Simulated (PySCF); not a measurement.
## Zinc: highly charged ions in a basis for the neutral atom

Zn⁸⁺ [Ar] 3d4, Zn⁹⁺ [Ar] 3d3. All numbers are calculated (PySCF 2.14, scalar relativity through the core potential, in aug-cc-pVDZ-PP with ECP10MDF). No spin-orbit coupling, so a gap to NIST mixes the basis error with missing relativistic terms.

Changed run: basis of the neutral atom used for a highly charged ion. This setting is unsound on purpose.

| species | method | sound run (hartree) | changed run (hartree) | converged |
| --- | --- | --- | --- | --- |
| Zn⁸⁺ | UHF | not run | -203.30409 | yes |
| Zn⁸⁺ | PBE0 | not run | -203.82695 | yes |
| Zn⁸⁺ | PBE | not run | -203.81812 | yes |
| Zn⁹⁺ | UHF | not run | -195.76917 | yes |
| Zn⁹⁺ | PBE0 | not run | -196.24244 | yes |
| Zn⁹⁺ | PBE | not run | -196.23639 | yes |

Ionisation energy of Zn⁸⁺:

```tsv
method	changed run (eV)	NIST (eV)
UHF	205.04	203 ± 2
PBE0	206.39	203 ± 2
PBE	206.31	203 ± 2
```

The contracted functions were made for the neutral atom and can be too rigid for a highly charged ion.
